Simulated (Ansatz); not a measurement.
The first iterations of a band of AlH3O + BH3O (10 atoms, charge 0, multiplicity 1).

Method: Ansatz 0.2.0, RKS B3LYP/6-31G*.

- movable images: 5
- climbing image: yes
- spring: 5.0 eV/Å²
- optimiser: quadratic models (default)
- start path: through a guess of the saddle point
- force threshold: 0.05 eV/Å
- iteration limit: 60
- end points: relaxed

Initial state:

```xyz
10
Properties=species:S:1:pos:R:3
B 0.076 -1.033 -0.229
O -0.579 -0.193 0.618
H -1.505 -0.435 0.770
H 1.217 -0.772 -0.457
H -0.488 -1.978 -0.703
O -0.334 2.468 1.776
Al 0.907 3.034 2.801
H 2.165 2.119 3.140
H 0.720 4.495 3.382
H -0.275 1.589 1.367
```

Final state:

```xyz
10
Properties=species:S:1:pos:R:3
B 0.239 0.555 0.224
O -0.592 -0.996 0.978
H -1.483 -0.685 1.212
H 1.219 0.003 -0.204
H -0.658 0.828 -0.537
O 0.384 1.342 1.363
Al 0.843 2.708 2.251
H 0.577 2.642 3.813
H 1.494 3.964 1.536
H -0.122 -1.067 1.828
```

| iteration | highest image above the first end (eV) | largest band force component (eV/Å) |
| --- | --- | --- |
| 1 | 7.775 | 44.121 |
| 2 | 3.185 | 6.996 |
| 3 | 2.219 | 4.327 |
| 4 | 1.657 | 1.394 |
| 5 | 1.264 | 1.525 |
| 6 | 1.068 | 1.425 |
| 7 | 0.802 | 0.677 |
| 8 | 0.650 | 0.611 |
| 9 | 0.588 | 0.565 |
| 10 | 0.542 | 0.567 |
| 11 | 0.510 | 0.760 |
| 12 | 0.501 | 0.553 |

Does the band converge within its limit, and where does its top end?

The run converged. It ended after 37 iterations with the highest image 0.586 eV above the first end. A vibrational analysis at the climbing image gives one clearly imaginary mode, 1363i cm⁻¹: a first-order saddle point. The orbitals stay closed-shell, which can raise the energy where a bond breaks towards radicals; this wasn't checked here.

Run time: 3.8 min on 1 thread of AMD EPYC 9R45 96-Core Processor (Zen 5), on a shared host, peak memory 0.19 GiB.
